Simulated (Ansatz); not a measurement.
(LiOH)3 ring (Li3O3H3). The state is a singlet with charge 0. Geometry PBE0-D4/def2-SVP.

Cartesian coordinates in Å:
```
Li 0.3438 1.5130 0.4186
O -1.3874 1.2539 0.2217
Li -1.5277 -0.4427 -0.2302
O -0.4032 -1.7736 -0.4881
Li 1.1836 -1.0700 -0.1885
O 1.7901 0.5186 0.2704
H -2.0928 1.8931 0.3301
H -0.6075 -2.6757 -0.7381
H 2.7012 0.7833 0.4040
```

HSE06 is defined as in plane-wave codes, on full-range PBE exchange.

(1) Estimate the orbital energies around the gap (eV) in Ansatz with LDA (SPW92)/def2-TZVP, PBE-D4/def2-TZVP, r2SCAN-D4/def2-TZVP, PBE0-D4/def2-SVP, HSE06-D4/def2-TZVP.

Results:

(1) 
| orbital | LDA (SPW92)/def2-TZVP | PBE-D4/def2-TZVP | r2SCAN-D4/def2-TZVP | PBE0-D4/def2-SVP | HSE06-D4/def2-TZVP |
| --- | --- | --- | --- | --- | --- |
| HOMO−9 | -21.87 | -21.97 | -23.22 | -24.24 | -24.49 |
| HOMO−8 | -10.08 | -9.93 | -10.30 | -11.36 | -11.23 |
| HOMO−7 | -9.73 | -9.60 | -9.97 | -11.01 | -10.88 |
| HOMO−6 | -9.72 | -9.60 | -9.97 | -11.01 | -10.88 |
| HOMO−5 | -6.52 | -6.29 | -6.57 | -7.70 | -7.54 |
| HOMO−4 | -6.22 | -6.01 | -6.29 | -7.37 | -7.24 |
| HOMO−3 | -6.22 | -6.01 | -6.29 | -7.37 | -7.24 |
| HOMO−2 | -6.03 | -5.81 | -6.09 | -7.13 | -7.00 |
| HOMO−1 | -5.65 | -5.44 | -5.74 | -6.69 | -6.64 |
| HOMO | -5.65 | -5.44 | -5.74 | -6.69 | -6.64 |
| LUMO | -0.78 | -0.76 | -0.16 | -0.16 | -0.47 |
| LUMO+1 | -0.05 | -0.06 | 0.53 | 0.31 | 0.19 |
| LUMO+2 | -0.05 | -0.06 | 0.53 | 0.31 | 0.19 |
| LUMO+3 | 1.30 | 1.43 | 2.05 | 2.81 | 1.76 |
| LUMO+4 | 1.54 | 1.73 | 2.36 | 3.01 | 2.19 |
| LUMO+5 | 1.66 | 1.74 | 2.58 | 3.22 | 2.21 |
